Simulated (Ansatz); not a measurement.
Input file for Ansatz (a first-principles code): R-CCSD(T)/aug-cc-pV(D+d)Z on N2 (SMILES N#N). Files ending in .json are basis or fitting sets from the Basis Set Exchange.

Ansatz 0.2 input:
```yaml
crystal:
  periodic: [false, false, false]
  atoms:
    - {symbol: N, position_ang: [0.21845922, -0.37646004, -0.16395709]}
    - {symbol: N, position_ang: [1.10229885, 0.08335934, -0.60762064]}
basis:
  gaussian:
    orbitals: aug-cc-pV_D+d_Z.json
magnetization: {spin_polarized: false}
correlation: {method: ccsd_t, electrons: outside_noble_gas}
scf: {lower_state_search: off}
```

The head of its log:

```
WARN ansatz: RAYON_NUM_THREADS=1 ignored (pool sized by the plan → 1); use --threads N
Functional definition: HF
these checks for a lower state are left out or cut short: stability, starts, cluster_reference, orbital_swaps, neighbouring_geometries, increment
integrals: 0.01 GiB planned
462 factors; integrals over basis functions are off by at most 5.6e-4 eV
mean field: 0.06 GiB planned
mean field evaluation 1: about -2964.6788 eV, gradient 1.0e1 eV
mean field evaluation 2: about -2964.6849 eV, gradient 1.0e1 eV
mean field evaluation 4: about -2964.9904 eV, gradient 3.8e-1 eV
mean field evaluation 8: about -2964.9908 eV, gradient 2.7e-5 eV
mean field -2964.99075882 eV, -108.9614006439 hartree, gradient 6.3e-7 eV, S^2 0.000000; 0 other end points of the search recorded, 0 dependent functions left out
2 core orbitals not correlated
reference -2964.99075882 eV, -108.9614006439 hartree; 5, 5 occupied and 39, 39 virtual orbitals, 462 factors
```

Problem. What total energy does the run end on?

Solution. -109.2928 hartree (reference determinant -108.9614, T1 diagnostic 0.013).
